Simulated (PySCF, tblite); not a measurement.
**Question.** Give a GFN2-xTB geometry of `C[Si](C)(C)c1cpcs1`.

**Answer.** 
Z-matrix in Å and degrees, rows numbered from 1:
```
C 
Si  1  1.9030
C   2  1.9058  1  110.62
C   2  1.9068  1  111.08  3  -123.07
C   2  1.8958  1  109.26  3   118.39
C   5  1.3577  2  127.80  1     7.35
P   6  1.7657  5  119.07  2   179.58
C   7  1.7037  6   92.43  5    -0.07
S   8  1.7128  7  118.32  6    -0.01
H   1  1.0855  2  111.77  3   179.93
H   1  1.0856  2  111.58  3   -59.23
H   1  1.0854  2  110.39  3    60.34
H   3  1.0856  2  111.14  1   -65.15
H   3  1.0860  2  111.16  1   174.86
H   3  1.0861  2  111.45  1    54.85
H   4  1.0862  2  111.53  1   -57.31
H   4  1.0856  2  111.17  1    62.80
H   4  1.0861  2  111.04  1  -177.37
H   6  1.0787  5  120.63  2    -0.35
H   8  1.0759  7  125.07  6  -179.96
```

Si2 (four-coordinate silicon) is tetrahedral (angles from 107.6° to 111.1°). The C–P distances run from 1.704 Å (P7–C8, aromatic) to 1.766 Å (C6–P7, aromatic), a spread of 0.062 Å. S9 (thiophene-type sulfur) is bent (angle 95.6°). Of the pairs four or more bonds apart, C1···H19 is among the closest relative to their van der Waals radii: 2.98 Å, 103 % of the sum of Bondi's values.

Computed geometry: GFN2-xTB, gas phase.

Point group: C1 (no symmetry element, even within 0.4 Å). Its lowest GFN2-xTB frequency is 15 cm⁻¹, too small to tell a flat minimum from a shallow saddle.
